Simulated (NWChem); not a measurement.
# phosphoric acid (H3PO4); SMILES O=P(O)(O)O

```xyz
8

O     -0.5183     1.3413     0.5938
P      0.0000     0.0000    -0.1182
O      0.0000     0.0000    -1.5938
O      1.4207    -0.2218     0.5938
O     -0.9025    -1.1195     0.5938
H     -1.2401     1.7395     0.0907
H      2.1265     0.2042     0.0907
H     -0.8864    -1.9437     0.0907
```
Atoms are numbered in this order, from 1.

All runs: NWChem. Pople sets run with spherical d functions. Geometry: optimised at PBE0/def2-SVP. Level PBE0/6-31G*: single points from the atomic guess with DIIS by default; each run changes one setting, and all converged runs end within 0.3 mHa of each other. cgmin counts macro-iterations, each dearer than a DIIS step. NWChem's automatic level shift, which a small gap switches on, acted in some of these runs.

Which setting needs the most SCF iterations, or fails (DIIS on 3 Fock matrices; defaults; core-Hamiltonian guess; quadratically convergent solver (cgmin); no DIIS, 40 % damping; occupation smearing of 0.005 Ha)?

no DIIS, 40 % damping, with 27 against 7 for the defaults.
| setting | SCF iterations |
|---|---|
| defaults | 7 |
| quadratically convergent solver (cgmin) | 5 |
| core-Hamiltonian guess | 15 |
| occupation smearing of 0.005 Ha | 7 |
| DIIS on 3 Fock matrices | 9 |
| no DIIS, 40 % damping | 27 |
